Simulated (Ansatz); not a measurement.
Job for Ansatz (a quantum-chemistry and plane-wave program): U-CCSD(T)/cc-pVTZ on CH5GaO (SMILES [CH3][GaH][OH]), a point of a bond scan (R = 1.413 Å). The run froze 16 orbitals, filled d shells among them.

Ansatz 0.2 input:
```yaml
crystal:
  periodic: [false, false, false]
  atoms:
    - {symbol: Ga, position_ang: [-0.20387702, -0.20087746, -0.18794731]}
    - {symbol: H, position_ang: [-1.03205326, -1.08349957, -0.91756781]}
    - {symbol: C, position_ang: [0.23367618, 1.68484976, -0.52349908]}
    - {symbol: H, position_ang: [0.71008193, 1.79959260, -1.49873918]}
    - {symbol: H, position_ang: [0.90792671, 2.05496810, 0.24752430]}
    - {symbol: H, position_ang: [-0.67239606, 2.29332646, -0.52678867]}
    - {symbol: O, position_ang: [0.58916424, -0.88060294, 1.28534330]}
    - {symbol: H, position_ang: [0.38327687, -1.80339226, 1.46125511]}
basis:
  gaussian:
    orbitals: cc-pVTZ
correlation: {method: ccsd_t, electrons: outside_noble_gas}
scf: {omitted_lower_state_checks: [cluster_reference]}
magnetization: {spin_polarized: true, initial_magnetization: 0}
```

Output:

```
WARN ansatz: RAYON_NUM_THREADS=1 ignored (pool sized by the plan → 1); use --threads N
Functional definition: HF
these checks for a lower state are left out or cut short: cluster_reference
integrals: 0.88 GiB planned
1010 factors; integrals over basis functions are off by at most 1.2e-3 eV
mean field: 0.70 GiB planned
mean field evaluation 1: about -55479.5525 eV, gradient 3.2e1 eV
mean field evaluation 2: about -55479.5546 eV, gradient 3.2e1 eV
mean field evaluation 4: about -55483.7255 eV, gradient 2.5e0 eV
mean field evaluation 8: about -55483.7688 eV, gradient 1.7e-4 eV
mean field -55483.76876188 eV, -2038.9908937499 hartree, gradient 1.9e-6 eV, S^2 0.000000; 0 other end points of the search recorded, 0 dependent functions left out
16 core orbitals not correlated, not the lowest: weight in the atoms' cores, before any rotation towards them, 0.843 or more for the frozen orbitals, at most 0.157 for the correlated occupied ones
reference -55483.76876188 eV, -2038.9908937499 hartree; 9, 9 occupied and 148, 148 virtual orbitals, 1010 factors
second order -13.88605021 eV of doubles, -0.00000000 eV of singles
coupled cluster: 1.97 GiB planned
cycle   1  -14.13290693 eV  change   -2.5e-1 eV  update   8.3e-2
cycle   2  -14.45768404 eV  change   -3.2e-1 eV  update   2.6e-2
cycle   3  -14.54891828 eV  change   -9.1e-2 eV  update   1.5e-2
cycle   4  -14.54595119 eV  change    3.0e-3 eV  update   3.9e-3
cycle   5  -14.54445016 eV  change    1.5e-3 eV  update   2.1e-3
cycle   6  -14.54469222 eV  change   -2.4e-4 eV  update   6.5e-4
cycle   7  -14.54449217 eV  change    2.0e-4 eV  update   2.5e-4
cycle   8  -14.54450030 eV  change   -8.1e-6 eV  update   6.6e-5
cycle   9  -14.54451853 eV  change   -1.8e-5 eV  update   2.3e-5
cycle  10  -14.54451317 eV  change    5.4e-6 eV  update   8.0e-6
perturbative correction -0.50732623 eV, -0.0186438950 hartree
Total energy: -55498.82060128 eV, -2039.5440386452 hartree
Checks for a lower state left out: cluster_reference
```

The calculation finished and met its thresholds.

Cost: very roughly 50 core-seconds.
